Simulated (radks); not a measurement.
Values are calculated unless marked as measured or tabulated.
Species: the platinum ion Pt4+. Configuration: [Xe] 4f14 5d6.

Code: a radial shooting solver on a logarithmic mesh with Libxc functionals. Model: Dirac Kohn-Sham, BP86, spin-unpolarised, spherical densities, finite nucleus; open shells are shared between the two j in proportion to 2j + 1; Fermi nuclear charge, rms radius 5.427 fm.

Energy parts (hartree):
part                       energy
total                 -18441.0996
kinetic                21086.3315
electron-nucleus      -46216.4850
Hartree                 7046.6928
exchange-correlation    -357.6388

Orbitals (lengths in bohr, moments of r in powers of bohr; <r^-3> diverges for s and p1/2; r(max) is where P^2 peaks):
\begin{tabular}{lrrrrrrr}
orbital & occ. & eigenvalue (hartree) & r(max) & <r> & <r^-3> & <1/r> & small-component weight \\ \hline
1s1/2 & 2 & -2878.700 & 0.01062 & 0.01715 & - & 93.90 & 8.75e-02 \\
2s1/2 & 2 & -506.9132 & 0.06143 & 0.07170 & - & 23.04 & 2.00e-02 \\
2p1/2 & 2 & -486.0889 & 0.04532 & 0.05906 & - & 23.00 & 2.01e-02 \\
2p3/2 & 4 & -422.5320 & 0.05258 & 0.06749 & 19620 & 18.86 & 1.79e-02 \\
3s1/2 & 2 & -120.5140 & 0.1729 & 0.1866 & - & 8.457 & 6.66e-03 \\
3p1/2 & 2 & -111.1277 & 0.1614 & 0.1768 & - & 8.373 & 6.61e-03 \\
3p3/2 & 4 & -97.15715 & 0.1762 & 0.1923 & 4537 & 7.296 & 5.98e-03 \\
3d3/2 & 4 & -81.46478 & 0.1374 & 0.1676 & 790.7 & 7.193 & 5.86e-03 \\
3d5/2 & 6 & -78.45367 & 0.1415 & 0.1723 & 659.2 & 6.945 & 5.69e-03 \\
4s1/2 & 2 & -27.37898 & 0.3903 & 0.4150 & - & 3.573 & 2.24e-03 \\
4p1/2 & 2 & -23.38975 & 0.3888 & 0.4178 & - & 3.464 & 2.15e-03 \\
4p3/2 & 4 & -20.06221 & 0.4194 & 0.4517 & 1083 & 3.090 & 1.91e-03 \\
4d3/2 & 4 & -13.51403 & 0.4130 & 0.4616 & 168.5 & 2.885 & 1.71e-03 \\
4d5/2 & 6 & -12.89517 & 0.4224 & 0.4729 & 137.4 & 2.798 & 1.65e-03 \\
5s1/2 & 2 & -5.59751 & 0.8683 & 0.9467 & - & 1.443 & 5.59e-04 \\
4f5/2 & 6 & -4.53194 & 0.3826 & 0.5115 & 28.00 & 2.410 & 1.27e-03 \\
4f7/2 & 8 & -4.40472 & 0.3872 & 0.5187 & 26.63 & 2.376 & 1.24e-03 \\
5p1/2 & 2 & -4.31087 & 0.9184 & 1.021 & - & 1.321 & 4.80e-04 \\
5p3/2 & 4 & -3.74270 & 0.9966 & 1.111 & 182.7 & 1.190 & 4.11e-04 \\
5d3/2 & 2.4 & -1.97956 & 1.191 & 1.408 & 18.28 & 0.9210 & 2.55e-04 \\
5d5/2 & 3.6 & -1.91384 & 1.223 & 1.445 & 14.69 & 0.8937 & 2.42e-04 \\
\end{tabular}

The highest occupied level is 5d5/2 at -52.078 eV. The electron density at the nucleus is 1.975e+06 e/bohr^3. The density falls to 0.001 e/bohr^3 at r = 3.13 bohr. For comparison, the ionisation energy in NIST's Atomic Spectra Database is 56 eV (theoretical). In exact Kohn-Sham theory the highest level is minus the ionisation energy, but local and semilocal functionals leave it too shallow, through self-interaction and a potential that decays too fast; potentials with the right tail come closer.

Beside tabulated values, note that spin-unpolarised runs miss the spin-polarisation part of the exchange energy of open shells.
